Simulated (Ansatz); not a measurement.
Consider the germylene formation by 1,1-elimination: `[SH][GeH]([SH])[SH]` → `[SH][Ge][SH]` + H₂S.

Isolated molecules relaxed with PBE0-D4/def2-TZVP in Ansatz; ΔE leaves out vibrations. CCSD(T)/CBS adds triple-zeta CCSD(T) − MP2 to the extrapolated MP2 energy (def2 sets, frozen cores). This one scheme is used for every species. Functionals use def2-TZVPP. B3LYP here is the variant with VWN-RPA as its local correlation; programs differ in this. For Ge outer-core shells are correlated without core-valence functions, which leaves a few kJ/mol of doubt a bond. Scalar relativity is left out up to krypton. Each species was taken in one conformer, which may not be the lowest.

(1) Is it downhill or uphill in electronic energy at CCSD(T)/CBS, and by how much? (An estimate is asked.)

(2) What do these levels give: ωB97X-V, B2PLYP, B3LYP, MP2/def2-TZVPP, SCS-MP2/def2-TZVPP, MP2/def2-QZVPP? (Estimate.)

Largest T1 diagnostic among the species: 0.014.

## Answers

(1) Computed: Uphill: ΔE = +0.93 eV.

(2) Ansatz gave: ωB97X-V 1.08, B2PLYP 0.82, B3LYP 0.59, MP2/def2-TZVPP 1.19, SCS-MP2/def2-TZVPP 1.07, MP2/def2-QZVPP 1.12 eV.

The D4 term adds +0.16 eV with B3LYP and +0.09 eV with PBE0; it sums over pairs of atoms, weighted by their polarisabilities, and B3LYP, whose exchange is more repulsive, gets the larger term. In def2-TZVPP, CCSD(T) changes the Hartree–Fock value by +0.15 eV (the triples alone add +0.01 eV) and MP2 by +0.30 eV.
